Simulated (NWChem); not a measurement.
## Basis-set convergence for chlorotrifluoromethane (CClF3)

```xyz
5

F      0.8548     0.5647     1.0781
C      0.3553    -0.0246     0.0000
F      0.8548     0.5647    -1.0781
F      0.7258    -1.2981     0.0000
Cl    -1.4147     0.0980     0.0000
```
Charge 0, spin multiplicity 1.

All runs are NWChem calculations. All single points use one geometry, from B3LYP/def2-SVP, a minimum by its harmonic frequencies.

Quantity: vertical ionisation energy at the level ΔPBE (Δ: difference of total energies, the cation a doublet at the parent's geometry with its hole in an orbital of symmetry a" (Cs labels); it is the state that the SCF runs reached, from PBE0 orbitals for Hartree-Fock references, and need not be the lowest).

The Pople sets run with spherical d functions. The stability of the SCF solutions was not checked.

Costs are rough ratios of processor time within this set of runs, SCF included, with cc-pVDZ as 1.

```tsv
basis	functions	vertical ionisation energy (eV)	relative cost
cc-pVDZ	74	12.35	1
def2-SVPD	116	…	under 3
6-311++G**	118	…	under 3
pcseg-2	154	…	under 3
def2-TZVP	161	12.50	3
def2-TZVPP	166	12.50	under 3
```

Question: Some entries are withheld; supply them.

Answer: 
- def2-SVPD, vertical ionisation energy (eV): 12.65
- 6-311++G**, vertical ionisation energy (eV): 12.63
- pcseg-2, vertical ionisation energy (eV): 12.57
